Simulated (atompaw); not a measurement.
What the settings do to the PAW (atompaw) potential of Nb (Z = 41)

Base potential:

- Element: niobium
- Generator: atompaw 4.2.0.5
- Type: PAW
- Functional: LDA (PW92)
- Relativity: scalar-relativistic
- Frozen core: [Ar] 3d10
- Valence charge: 13
- Reference configuration: 4s2 4p6 4d2 5s0 5p0 (charge +3)
- Partial waves: 4s (bound): rc 1.25 bohr; 5s (bound, empty): rc 2.65 bohr; 4p (bound): rc 1.65 bohr; 5p (bound, empty): rc 1.75 bohr; 4d (bound): rc 2.65 bohr; 4d channel at -0.8 Ry: rc 2.65 bohr
- Local potential: troulliermartins scheme with l = 3 at 0 Ry, radius 1.90 bohr
- Core correction: smooth core density matched at 2.25 bohr
- Augmentation charge: besselshape compensation charge, radius 2.55 bohr; PAW radius 2.65 bohr; waves and projectors: custom polynom vanderbiltortho

All-electron outer shells of the reference configuration (LDA (PW92), scalar-relativistic, ld1.x):

| shell | level (eV) | outermost node (bohr) | outermost maximum (bohr) |
| --- | --- | --- | --- |
| 3d | -228.05 | – | 0.33 |
| 4s | -89.03 | 0.53 | 1.02 |
| 4p | -64.75 | 0.54 | 1.12 |
| 4d | -30.79 | 0.55 | 1.40 |
| 5s | -25.73 | 1.36 | 2.55 |
| 5p | -19.89 | 1.52 | 2.93 |

Cutoffs, loose and tight: the cutoffs (Ry, on a coarse ladder) from which the occupation-weighted sum of valence levels, in a spherical-Bessel basis at the reference potential, stays within 10 and 1 mRy of its value at 400 Ry. They see the waves, projectors and local potential, not the compensation charge or the core. A dash means not determined.

```csv
change,outcome,"cutoff, loose","cutoff, tight",bound ghosts
base,generated,40 Ry,70 Ry,none
wave 4s (bound): rc 1.25 bohr becomes 4s (bound): rc 1.84 bohr,generated,25 Ry,45 Ry,none
"all radii scaled by about 1.19 (s 1.48, p 1.96, d 3.14 bohr); local potential troulliermartins scheme with l = 3 at 0 Ry, radius 2.26 bohr; augmentation besselshape compensation charge, radius 3.02 bohr; PAW radius 3.14 bohr; waves and projectors: custom polynom vanderbiltortho; core correction smooth core density matched at 2.66 bohr",generated,25 Ry,40 Ry,none
functional PBE,generated,40 Ry,70 Ry,none
"augmentation besselshape compensation charge, radius 2.55 bohr; PAW radius 2.65 bohr; waves and projectors: custom rrkj gramschmidtortho",failed: atompaw: The overlap operator has at least one negative eigenvalue!,–,–,–
"local potential troulliermartins scheme with l = 3 at 0 Ry, radius 2.30 bohr",generated,40 Ry,70 Ry,none
core correction smooth core density matched at 1.86 bohr,generated,40 Ry,70 Ry,none
"augmentation besselshape compensation charge, radius 2.55 bohr; PAW radius 2.65 bohr; waves and projectors: custom polynom2 7 10 vanderbiltortho",generated,30 Ry,80 Ry,none
reference 4s2 4p6 4d4 5s1 5p0,generated,40 Ry,70 Ry,none
```
